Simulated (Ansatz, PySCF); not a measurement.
Potential energy curve for LiNa, singlet.

- UMP2 = MP2 on UHF/def2-SVP, frozen core (Ansatz, a first-principles code)
- RKS-PBE = restricted PBE/def2-SVP run with Ansatz
- RKS-BLYP = restricted BLYP/def2-SVP (Ansatz)
- RHF/3-21G = restricted Hartree-Fock/3-21G (PySCF 2.14.0)
- UCCSD(T) = Ansatz with CCSD(T) on UHF/def2-SVP, frozen core

Energies are in mEh, each relative to the lowest point of its own curve near equilibrium.

| R / Å | UMP2 | RKS-PBE | RKS-BLYP | RHF/3-21G | UCCSD(T) |
|---|---|---|---|---|---|
| 2.34 | 15.6 | 12.2 | 11.0 | 15.2 | 14.1 |
| 2.49 | 8.1 | 6.4 | 5.6 | 8.7 | 7.7 |
| 2.62 | 3.3 | 3.1 | 2.6 | 4.8 | 4.0 |
| 2.76 | 1.0 | 1.0 | 0.7 | 2.0 | 1.5 |
| 2.82 | 0.5 | 0.5 | 0.3 | 1.2 | 0.8 |
| 2.93 | 0.0 | 0.0 | 0.0 | 0.3 | 0.1 |
| 3.04 | 0.0 | 0.1 | 0.2 | 0.0 | 0.0 |
| 3.09 | 0.2 | 0.3 | 0.5 | 0.1 | 0.1 |
| 3.28 | 1.2 | 1.7 | 2.0 | 1.2 | 1.3 |
| 3.34 | 1.6 | 2.3 | 2.6 | 1.7 | 1.8 |
| 3.57 | 3.5 | 5.3 | 5.6 | 4.8 | 4.6 |
| 3.90 | 6.3 | 10.3 | 10.5 | 10.5 | 9.3 |
| 4.40 | 9.6 | 18.4 | 18.0 | 20.2 | 16.2 |
| 4.89 | 11.6 | 25.5 | 24.4 | 29.6 | 21.3 |
| 5.28 | 12.5 | 30.3 | 28.5 | 36.5 | 24.0 |
| 5.83 | 13.2 | 35.7 | 33.1 | 45.2 | 26.2 |
| 6.32 | 13.6 | 39.3 | 36.0 | 51.9 | 27.2 |
| 7.20 | 13.8 | 43.5 | 39.3 | 61.7 | 27.9 |
| 7.89 | 13.9 | 45.3 | 40.8 | 67.7 | 28.0 |
| 8.81 | 13.9 | 46.7 | 41.9 | 73.9 | 28.1 |

At the longest distance, 8.81 Å, RHF/3-21G lies highest above its minimum (73.9 mEh) and UMP2 lowest (13.9 mEh).

The unrestricted determinant behind UMP2, UCCSD(T) is spin-contaminated at 2.34 to 8.81 Å (<S²> up to 1.0, against 0.00 for a pure singlet). The restricted form behind RKS-PBE, RKS-BLYP, RHF/3-21G keeps the bonding electrons paired and can't separate into open-shell fragments. With two correlated electrons CCSD is exact in the basis where it finds the lowest root (UCCSD(T)).
